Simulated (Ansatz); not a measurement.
A nudged elastic band was laid between two geometries of GeH3O (5 atoms, charge 1, multiplicity 1).

Computed with Ansatz, RKS LDA/def2-SVPD.

```json
{
 "movable images": "5",
 "climbing image": "yes",
 "spring": "5.0 eV/Å²",
 "optimiser": "fire",
 "start path": "through a guess of the saddle point",
 "force threshold": "0.05 eV/Å",
 "iteration limit": "60",
 "end points": "relaxed",
 "largest step": "0.5 Å"
}
```

Initial state:

```xyz
5
Properties=species:S:1:pos:R:3
O 0.814 -0.537 0.658
Ge -0.242 0.417 -0.277
H 0.632 -1.486 0.849
H -1.518 -0.230 -0.835
H 0.314 1.835 -0.395
```

Final state:

```xyz
5
Properties=species:S:1:pos:R:3
O 0.335 -1.002 0.518
Ge -0.322 0.339 -0.300
H 1.185 -0.951 1.011
H -1.640 -0.057 -0.963
H 0.442 1.671 -0.266
```

(1) Which bonds break or form, and what moves?

(2) Give the energies along the band, and the barrier.

(3) What is the geometry of the highest image?

The band took 35 iterations and of the order of 6 core-minutes.

Results:

(1) No bond is made or broken. The dihedral H3–O1–Ge2–H5 goes from -180 to 0°. The two ends are copies of one structure, up to a mirror image or an exchange of like atoms.

(2) The forces met the threshold. The highest image is number 3 of 0 to 6, 0.31 eV above the ends, which have the same energy within 2 meV. Another band between the same ends (5 images) ends at a top of the same energy, where a vibrational analysis finds 1 clearly imaginary mode.

```
image  path coordinate (Å)  energy (eV)  dihedral H3–O1–Ge2–H5 (°)
    0                 0.00         0.00                       -180
    1                 0.23         0.05                       -166
    2                 0.46         0.21                       -138
    3                 0.69         0.31                        -93
    4                 0.92         0.21                        -46
    5                 1.15         0.05                        -17
    6                 1.38         0.00                          0
```

(3) 
```xyz
5
Properties=species:S:1:pos:R:3:forces:R:3
O 0.448 -0.679 0.726 0.01 0.02 -0.03
Ge -0.288 0.403 -0.317 -0.01 -0.01 0.00
H 1.074 -1.409 0.894 0.02 -0.01 0.03
H -1.625 -0.089 -0.881 -0.04 -0.01 -0.02
H 0.392 1.774 -0.423 0.03 0.01 0.02
```

The run took 6 min on 1 thread of Intel(R) Xeon(R) Processor @ 2.50GHz (Skylake/Cascade Lake) (shared host), peak memory 0.14 GiB.
